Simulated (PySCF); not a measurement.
SMILES CC[O][Ge]([CH3])([CH3])[O]C, GFN2-xTB optimised geometry.

```
22

C     -2.51    -0.92     1.75
C     -1.24    -1.75     1.63
O     -0.08    -0.96     1.42
Ge     0.33    -0.01     0.00
C      2.32    -0.01     0.00
C     -0.53     1.80     0.00
O     -0.35    -0.99    -1.35
C     -0.34    -0.63    -2.71
H     -3.35    -1.56     2.00
H     -2.39    -0.16     2.52
H     -2.71    -0.43     0.80
H     -1.05    -2.30     2.56
H     -1.35    -2.47     0.81
H      2.68     0.28     0.98
H      2.71     0.69    -0.74
H      2.69    -1.01    -0.23
H     -1.57     1.74    -0.31
H     -0.49     2.22     1.00
H     -0.01     2.47    -0.68
H     -0.95    -1.37    -3.23
H      0.67    -0.65    -3.12
H     -0.77     0.36    -2.87
```

Density from B3LYP/def2-SVP (PySCF 2.14.0) at that geometry.

Minimum of the electron density along straight lines between bonded atoms, close to the bond critical point (lines longer than 1.1 times the sum of covalent radii, or with two minima, are not listed):

| bond | length / Å | ρ at the minimum / e bohr⁻³ | ∇²ρ there / e bohr⁻⁵ | position (fraction from the first atom) |
|---|---|---|---|---|
| C1–C2 | 1.521 | 0.252 | -0.60 | 0.50 |
| C2–O3 | 1.412 | 0.251 | -0.38 | 0.34 |
| O3–Ge4 | 1.759 | 0.141 | [?] | 0.53 |
| Ge4–C5 | 1.989 | 0.124 | [?] | 0.47 |
| Ge4–C6 | 2.007 | 0.120 | 0.02 | 0.47 |
| Ge4–O7 | 1.796 | 0.130 | [?] | 0.47 |
| O7–C8 | 1.406 | 0.257 | -0.44 | 0.66 |
| C1–H9 | 1.087 | 0.276 | -1.01 | 0.62 |
| C1–H10 | 1.087 | 0.277 | -1.02 | 0.63 |
| C1–H11 | 1.088 | 0.277 | -1.01 | 0.62 |
| C2–H12 | 1.096 | 0.282 | -1.06 | 0.63 |
| C2–H13 | 1.094 | 0.284 | -1.08 | 0.63 |
| C5–H14 | 1.084 | 0.275 | -1.01 | 0.63 |
| C5–H15 | 1.086 | 0.274 | -0.99 | 0.62 |
| C5–H16 | 1.086 | 0.275 | -1.00 | 0.63 |
| C6–H17 | 1.086 | 0.274 | -1.00 | 0.63 |
| C6–H18 | 1.084 | 0.275 | -1.00 | 0.63 |
| C6–H19 | 1.085 | 0.274 | -0.99 | 0.63 |
| C8–H20 | 1.092 | 0.283 | -1.08 | 0.64 |
| C8–H21 | 1.093 | 0.281 | -1.06 | 0.63 |
| C8–H22 | 1.093 | 0.281 | -1.05 | 0.63 |

Q: What belongs in the gaps?

A: 
- O3–Ge4, ∇²ρ there / e bohr⁻⁵: 0.71
- Ge4–C5, ∇²ρ there / e bohr⁻⁵: 0.01
- Ge4–O7, ∇²ρ there / e bohr⁻⁵: 0.61
